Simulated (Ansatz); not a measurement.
Compare A (`O[SiH2]OC[SiH3]`) with its isomer B (`CO[SiH2][SiH2]O`).

Program: Ansatz. Geometries: PBE0-D4/def2-TZVP. ΔE: electronic, gas phase. CCSD(T)/CBS adds triple-zeta CCSD(T) − MP2 to the extrapolated MP2 energy (def2 sets, frozen cores). Functionals use def2-TZVPP. Each species was taken in one conformer, which may not be the lowest.

Task: Which is lower in electronic energy at CCSD(T)/CBS, and by how much? (Best estimate.)

Result: The calculation gave: A, by 4.2 kcal/mol.

Task: Give E(B) − E(A) in kcal/mol with r2SCAN-D4, PBE0-D4, ωB97M-V, MP2/def2-TZVPP, PBE-D4, CCSD/def2-TZVPP, HF/def2-TZVPP. (An estimate is asked.)

Result: Ansatz gave: r2SCAN-D4 3.4, PBE0-D4 2.2, ωB97M-V 5.4, MP2/def2-TZVPP 5.4, PBE-D4 1.7, CCSD/def2-TZVPP 4.4, HF/def2-TZVPP 4.3. None reverses the order clearly.

Largest T1 diagnostic: 0.012.
